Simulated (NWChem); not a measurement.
# C6H5O, doublet; SMILES [O]c1ccccc1

In the optimisation the excess spin sits in b1 (C2v, its own frame). Not confirmed as a minimum by frequencies.

Give the equilibrium geometry at PBE0/def2-SVP, spin-unrestricted (NWChem) as a Z-matrix, with the point group.

point group C2v; any orientation.
```
C
C 1 1.3772
H 1 1.0924 2 122.19
H 2 1.0930 1 120.26 3 0.00
C 2 1.4085 4 119.52 1 180.00
H 5 1.0927 2 119.67 4 0.00
C 5 1.4085 6 119.67 2 180.00
C 7 1.3772 5 120.22 6 180.00
H 8 1.0924 7 122.19 5 180.00
H 7 1.0930 8 120.26 9 0.00
C 1 1.4517 3 116.82 2 180.00
O 11 1.2460 1 121.55 3 0.00
```
